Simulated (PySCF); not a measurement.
B(OH)2(SiMe3), SMILES OB([Si](C)(C)C)O at its GFN2-xTB optimised geometry (Å):

```
18

B     -1.0988     0.0051     0.0000
O     -1.7587    -1.1791    -0.0230
H     -2.7196    -1.1559    -0.0377
O     -1.7578     1.1902     0.0000
H     -2.7187     1.1677    -0.0152
Si     0.8848     0.0051     0.0000
C      1.6356     1.5335     0.8844
C      1.5927     0.0276    -1.7883
C      1.6374    -1.5440     0.8456
H      2.7177     1.5513     0.8014
H      1.2558     2.4550     0.4544
H      1.3875     1.5436     1.9418
H      1.2650     0.9095    -2.3312
H      1.2686    -0.8426    -2.3518
H      2.6783     0.0297    -1.7840
H      1.2590    -2.4550     0.3925
H      1.3896    -1.5813     1.9024
H      2.7196    -1.5583     0.7621
```

Method: PBE0/def2-SVP (PySCF 2.14.0). Cells within 0.4 Å of a nucleus heavier than hydrogen are left out (blank, or x).

Map of the log10 of the electron density (e/bohr³), floored at −4 on the plane z = 0.8 Å:

```
|0000000000000000000000000000000|
|0000000000000000000000000000000|
|0000000000000000000000000000000|
|0000000000000000011111000000000|
|0000000000000000123332210000000|
|0000000000000001345554321000000|
|0000000000100012456765433210000|
|0000000123332123568887654321000|
|0000012344544324578998776532000|
|0000123456665434578999887642100|
|0000235567776544678xxx998653100|
|0000245678876545678xx9998653100|
|0000245678887656678999887542000|
|0000235667877666778888765431000|
|0000134566777777777877654321000|
|0000123456777777777776543210000|
|0000124556777777777877654321000|
|0000235567777666778888765431000|
|0000245678877655678999887542000|
|0000245678876545678xx9998653100|
|0000234567776444678xxx998653100|
|0000023456665434578999887642100|
|0000002344543323578998776532000|
|0000000122322123567887654321000|
|0000000000000012456665433210000|
|0000000000000001345554321000000|
|0000000000000000123332210000000|
|0000000000000000011111000000000|
|0000000000000000000000000000000|
|0000000000000000000000000000000|
|0000000000000000000000000000000|
```
Scale: ten equal steps from -4.00 (start of '0') to -0.520 (end of '9'), in the order '0123456789'; x runs from -5.00 to 5.00, y from -5.00 (bottom) to 5.00 (top).
